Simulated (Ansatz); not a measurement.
C$_{3}$H$_{7}$BSi, SMILES `BC([SiH3])C#C`, relaxed with RKS PBE-D4/def2-SVP in Ansatz 0.2.0 from a rough embedded geometry. The force threshold is 0.03 eV/Å; the program also tests the step.

Charge 0, multiplicity 1.

Start:

```xyz
12

B     0.971    0.540    1.271
C     0.506   -0.296    0.027
Si    0.014    0.889   -1.288
C    -0.665   -1.158    0.284
C    -1.546   -1.908    0.601
H     0.179    1.212    1.883
H     2.037    0.390    1.719
H     1.320   -0.912   -0.374
H    -1.151    1.766   -0.824
H    -0.415    0.189   -2.507
H     1.138    1.798   -1.626
H    -2.388   -2.511    0.834
```

Problem. How much energy does the relaxation release, and in how many steps? (Estimate.)

Solution. Computed: 33.89 kJ/mol, in 13 steps, 2 of them rejected.

Problem. Which bonds change most? (Best estimate.)

Solution. The calculation gave: C2–Si3 from 1.837 to 1.957 Å; B1–H7 from 1.166 to 1.218 Å; Si3–H10 from 1.470 to 1.501 Å; Si3–H9 from 1.530 to 1.499 Å.

Problem. Give the relaxed structure. (Best estimate.)

Solution. Computed: 
```xyz
12

B     0.971    0.557    1.276
C     0.512   -0.415    0.161
Si    0.044    0.895   -1.216
C    -0.667   -1.233    0.350
C    -1.687   -1.899    0.488
H     0.195    0.926    2.137
H     2.094    1.022    1.226
H     1.349   -0.962   -0.327
H    -1.053    1.793   -0.728
H    -0.430    0.100   -2.398
H     1.247    1.710   -1.602
H    -2.576   -2.495    0.631
```
